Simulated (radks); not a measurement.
Isoelectronic series with 48 electrons, all held in the configuration [Kr] 4d10 5s2, which need not be the ground one along the series. All-electron calculation, Dirac Kohn-Sham, BLYP, spin-unpolarised, spherical densities, finite nucleus; Fermi nuclear charge, rms radius of each element as measured or else 0.836 A^(1/3) + 0.57 fm. Program: a radial shooting solver on a logarithmic mesh with Libxc functionals. Total energies (hartree) and orbital eigenvalues (hartree):

ion    E (hartree)      5s1/2      4d5/2      4d3/2      4p3/2
Cd     -5596.50803   -0.20763   -0.41486   -0.44052   -2.38620
In+    -5883.49003   -0.54945   -0.93852   -0.97028   -3.06048
Sn2+   -6178.70504   -0.96080   -1.56448   -1.60312   -3.84096
Sb3+   -6482.17044   -1.43250   -2.27944   -2.32581   -4.71311
Te4+   -6793.90955   -1.95983   -3.07623   -3.13119   -5.66907
I5+    -7113.96310   -2.53995   -3.95034   -4.01485   -6.70403
Xe6+   -7442.36334   -3.17100   -4.89877   -4.97381   -7.81477
Cs7+    -7779.1577   -3.85168   -5.91933   -6.00597   -8.99906
Ba8+    -8124.3895   -4.58111   -7.01041   -7.10978  -10.25528
La9+    -8478.1126   -5.35862   -8.17079   -8.28407  -11.58220
Ce10+   -8840.3774   -6.18376   -9.39950   -9.52794  -12.97891
Pr11+   -9211.2418   -7.05618  -10.69574  -10.84069  -14.44469
Nd12+   -9590.7621   -7.97566  -12.05890  -12.22175  -15.97897
Pm13+   -9978.9946   -8.94204  -13.48845  -13.67067  -17.58132
Sm14+  -10375.9914   -9.95524  -14.98396  -15.18710  -19.25138
Eu15+  -10781.8562  -11.01526  -16.54505  -16.77075  -20.98888
Gd16+  -11196.6344  -12.12210  -18.17142  -18.42138  -22.79359
Tb17+  -11620.4484  -13.27586  -19.86279  -20.13880  -24.66534
Dy18+  -12053.2438  -14.47654  -21.61896  -21.92290  -26.60404
Ho19+  -12495.2459  -15.72440  -23.43970  -23.77354  -28.60955
Er20+  -12946.4468  -17.01950  -25.32487  -25.69065  -30.68184
Tm21+  -13406.9926  -18.36209  -27.27430  -27.67417  -32.82084
Yb22+  -13876.8817  -19.75231  -29.28789  -29.72409  -35.02657
